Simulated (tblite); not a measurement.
Compound: C3H9BN2.
Atom-mapped SMILES: `[CH2:1]=[C:2]([CH3:3])[B:4]([NH2:5])[NH2:6]` (hydrogens: H7, H8 on C1; H9, H10, H11 on C3; H12, H13 on N5; H14, H15 on N6)

Computed with GFN2-xTB (tblite), gas phase: Langevin dynamics at 300 K from the optimised GFN2-xTB geometry, time step 0.5 fs, friction 0.01 fs⁻¹, 2000 steps.

Start geometry:
```
atom  x, y, z in Å
C1     -1.111    1.499    0.272
C2     -0.641    0.287   -0.006
C3     -1.601   -0.798   -0.415
B4      0.896   -0.077    0.085
N5      1.872    0.920   -0.078
N6      1.299   -1.404    0.315
H7     -2.162    1.744    0.208
H8     -0.467    2.303    0.591
H9     -2.608   -0.409   -0.551
H10    -1.635   -1.574    0.350
H11    -1.273   -1.262   -1.344
H12     1.648    1.878   -0.268
H13     2.860    0.744   -0.029
H14     2.262   -1.681    0.392
H15     0.658   -2.161    0.455
```

The statistics below take the 31 frames saved every 25 fs from 250 to 1000 fs; their kinetic temperature (all 3N coordinates) averages 277 K.

**Question.** Give the mean, spread and extremes of the bond lengths.

**Answer.** 
| bond | start (Å) | mean (Å) | standard deviation (Å) | shortest (Å) | longest (Å) |
| --- | --- | --- | --- | --- | --- |
| C1=C2 | 1.329 | 1.330 | 0.018 | 1.298 | 1.365 |
| C2–C3 | 1.505 | 1.512 | 0.033 | 1.442 | 1.571 |
| C2–B4 | 1.582 | 1.587 | 0.032 | 1.526 | 1.656 |
| B4–N5 | 1.405 | 1.411 | 0.029 | 1.355 | 1.456 |
| B4–N6 | 1.405 | 1.421 | 0.027 | 1.353 | 1.478 |
| C1–H7 | 1.081 | 1.083 | 0.021 | 1.034 | 1.131 |
| C1–H8 | 1.078 | 1.081 | 0.032 | 1.021 | 1.153 |
| C3–H9 | 1.089 | 1.093 | 0.022 | 1.032 | 1.132 |
| C3–H10 | 1.090 | 1.095 | 0.026 | 1.051 | 1.156 |
| C3–H11 | 1.089 | 1.092 | 0.030 | 1.026 | 1.171 |
| N5–H12 | 1.002 | 1.007 | 0.028 | 0.954 | 1.059 |
| N5–H13 | 1.004 | 1.008 | 0.018 | 0.967 | 1.044 |
| N6–H14 | 1.005 | 1.006 | 0.016 | 0.981 | 1.038 |
| N6–H15 | 1.002 | 1.008 | 0.025 | 0.967 | 1.066 |

**Question.** Give the same statistics for bond angles, one of each kind among heavy atoms.

**Answer.** 
| angle | start (°) | mean (°) | standard deviation (°) | smallest (°) | largest (°) |
| --- | --- | --- | --- | --- | --- |
| C1–C2–C3 | 119.3 | 119.3 | 3.0 | 113.4 | 125.1 |
| C1–C2–B4 | 122.8 | 123.2 | 6.1 | 108.8 | 138.9 |
| C3–C2–B4 | 117.9 | 116.7 | 5.2 | 106.2 | 126.1 |
| C2–B4–N5 | 120.3 | 120.1 | 4.1 | 111.9 | 128.6 |
| N5–B4–N6 | 119.3 | 119.2 | 3.5 | 113.3 | 126.7 |

**Question.** Follow the torsion C1–C2–B4–N5 through every second one of these frames.

**Answer.** 
```tsv
t (fs)	C1–C2–B4–N5 (°)
250	-56
300	-57
350	-46
400	-70
450	-74
500	-82
550	-75
600	-59
650	-45
700	-59
750	-55
800	-52
850	-39
900	-35
950	-30
1000	-42
```

Largest departure from the start value over all these frames: C1–C2–B4–N5 55° (start -26°).

**Question.** How widely does the potential energy scatter, against a harmonic estimate?

**Answer.** Mean 0.48 eV above the start, standard deviation 0.101 eV, range 0.36 to 0.68 eV. For 39 classical harmonic modes at 300 K the canonical values are 39kT/2 = 0.50 eV and kT·√(39/2) = 0.114 eV.

The run is classical and short, so these are rough statistics of one trajectory.

What follows is the cost of the whole dynamics run. Time: 12 s; peak memory 0.18 GiB. Hardware: one thread of an Intel Xeon Platinum 8488C, no GPU, shared host with 192 logical CPUs at a one-minute load of 100.
